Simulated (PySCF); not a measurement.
## BePb⁺: frontier orbitals

PBE0 at R = 2.645 Å; PySCF, scalar-relativistic core potentials, basis sets Be def2-SVPD, Pb def2-SVPD with ECP60. State: ²Π (doublet), unpaired electrons π ↑. Only the outer orbitals are listed, counted within each symmetry, core potentials removing the inner ones.

```csv
spin,orbital,occ.,ε (eV),on Be (%),main shells (%)
α,1δ,1,-29.58,0,100 Pb d
α,2π,1,-29.52,0,100 Pb d
α,1δ,1,-29.45,0,100 Pb d
α,4σ,1,-29.26,0,100 Pb d
α,2π,1,-29.25,0,100 Pb d
α,5σ,1,-19.48,4,96 Pb s
α,6σ,1,-12.60,60,"57 Be s, 33 Pb p"
α,3π,1,-10.23,13,"85 Pb p, 13 Be p"
α,3π,0,-8.51,18,"81 Pb p, 18 Be p"
α,7σ,0,-8.20,70,"37 Be p, 33 Be s, 32 Pb p"
α,4π,0,-6.32,80,"80 Be p, 16 Pb p"
β,4σ,1,-29.55,0,100 Pb d
β,2π,1,-29.49,0,100 Pb d
β,1δ,1,-29.31,0,100 Pb d
β,1δ,1,-29.10,0,100 Pb d
β,2π,1,-29.09,0,100 Pb d
β,5σ,1,-18.73,5,94 Pb s
β,6σ,1,-12.33,66,"65 Be s, 28 Pb p"
β,3π,0,-8.23,23,"76 Pb p, 23 Be p"
β,7σ,0,-8.16,67,"44 Be p, 33 Pb p, 23 Be s"
β,3π,0,-7.65,33,"66 Pb p, 33 Be p"
```

**Question.** Which are the highest filled and the lowest empty level, where do they sit, and how wide is the gap?

**Answer.** Highest filled α 3π at -10.23 eV (in %: 85 Pb p, 13 Be p); lowest empty α 3π at -8.51 eV (in %: 81 Pb p, 18 Be p); the gap at PBE0 is 1.72 eV. Both belong to one degenerate shell, split only by its one-sided filling, so this is no excitation gap.

The bond order (Mayer) is 1.11. The ⟨S²⟩ is 0.757. The charge on Be (Mulliken, basis-dependent) is 0.52 and the charge on Be (Löwdin, basis-dependent) is 0.48. The dipole moment (positive dipole points towards Pb; it is taken about the centre of mass and depends on that origin) is -5.37 D and the polarisability along the bond is 115.3 bohr³. The polarisability across the bond is 56.6 bohr³.

These are scalar-relativistic numbers at best; spin–orbit coupling would shift them, the dissociation energy most. The state was picked by a PBE0 search and need not be the measured ground state.
